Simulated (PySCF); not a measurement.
# C7H14N2Si: full NMR table

```yaml
Formula: C7H14N2Si
SMILES: CC(C)(C)c1cncn1[SiH3]
Point_group_of_the_computed_structure: C1
Degrees_of_unsaturation: 3
Carbon_signals: 5
Proton_signals: 4
```

Atoms are numbered as in `[CH3:1][C:2]([CH3:3])([CH3:4])[c:5]1[cH:6][n:7][cH:8][n:9]1[SiH3:10]`. Each H is labelled by its parent atom.

Equivalent nuclei averaged, no relativistic terms, isolated molecule, one computed conformer. Coordinates at the PBE0-D3(BJ)/def2-SVP level; σ from GIAO-KT3/pcSseg-1; PySCF 2.14.

Scale: 1H (σref 31.32), 13C (σref 182.31), 29Si (σref 365.51) against TMS; 15N (σref 262.01) vs NH3 (reference shieldings calculated alike).

| carbon | δC, type | δH (multiplicity) | HMBC from (2–3 bonds) | span of the C tensor (ppm) |
| --- | --- | --- | --- | --- |
| C1/C3/C4 | 31.3, CH3 | 1.40 (s) | H(C1)/H(C3)/H(C4) | 44 |
| C2 | 34.2, C | – | H(C6), H(C1)/H(C3)/H(C4) | 14 |
| C5 | 136.4, C | – | H(C8), H(C6), H(Si10), H(C1)/H(C3)/H(C4) | 139 |
| C6 | 123.4, CH | 6.91 (m) | H(C8) | 128 |
| C8 | 134.2, CH | 7.08 (m) | H(C6), H(Si10) | 114 |

Other nuclei:
```json
{"atoms": "H(Si10)", "nucleus": "1H", "environment": "hydrogen on a silicon bonded to N", "δ (ppm)": "5.06", "σ (ppm)": "26.26"}
{"atoms": "Si10", "nucleus": "29Si", "environment": "silicon bonded to N, 3 H", "δ (ppm)": "-53.0", "σ (ppm)": "418.5"}
{"atoms": "N7", "nucleus": "15N", "environment": "pyridine-type nitrogen of an azole", "δ (ppm)": "286.5", "σ (ppm)": "-24.4"}
{"atoms": "N9", "nucleus": "15N", "environment": "pyrrole-type ring nitrogen", "δ (ppm)": "166.7", "σ (ppm)": "95.3"}
```

Carbon types of the structure: 2 × C, 2 × CH, 3 × CH3, leaving 3 H on heteroatoms. δC 136.4: substituted aromatic carbon next to a ring nitrogen. δC 134.2: aromatic CH between two ring heteroatoms. δC 123.4: aromatic CH next to a ring nitrogen. δC 34.2: quaternary sp3 carbon on an aromatic ring; saturated and bonded to C and H only. δH 6.91: hydrogen on an aromatic CH next to a ring nitrogen; ring-current deshielding.

Shifts are as computed, not scaled to solution data. Of 1313 compounds with measured shifts, 239 miss one by over three times the rms of a fit or turn the order of signals round; such compounds aren't used in these exercises. Experimental scales use liquid or dissolved standards, which lie at an offset from isolated NH3 (liquid NH3: subtract about 20 ppm). Unscaled 15N shifts of sp2 nitrogen come out 20 to 40 ppm too high even then. Multiplicities follow the n + 1 count of equivalent neighbours, as no J values were calculated; m marks all less simple cases, F and P coupling included.
